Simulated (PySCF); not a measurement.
# Tl⁸⁰⁺: ionisation energy

Tl⁸⁰⁺ 1s1 (2S) → Tl⁸¹⁺ (bare nucleus), as a difference of total energies. All numbers are calculated (PySCF 2.14, scalar relativity by spin-free X2C-1e, in an uncontracted even-tempered set (16 s from 260 bohr⁻², ratio 2.2; 7 p from 390 bohr⁻², ratio 2.4; 4 d from 1200 bohr⁻², ratio 2.4; 3 f from 1800 bohr⁻², ratio 2.4; 3 g from 2600 bohr⁻², ratio 2.4)). The calculations carry no spin-orbit coupling.

```
 method  ionisation energy (eV)
    UHF                 98762.1
    LDA                 98654.3
    PBE                 98772.8
   PBE0                 98770.1
 r2SCAN                 98775.7
 revPBE                 98786.4
r2SCAN0                 98772.3
```

For one electron Hartree-Fock is exact for this Hamiltonian up to the basis; QED and nuclear recoil make up the gap, and the density functionals add self-interaction.

For comparison: 98592.12 ± 0.25 eV (theoretical estimate listed by NIST; NIST Atomic Spectra Database, ionization energies).
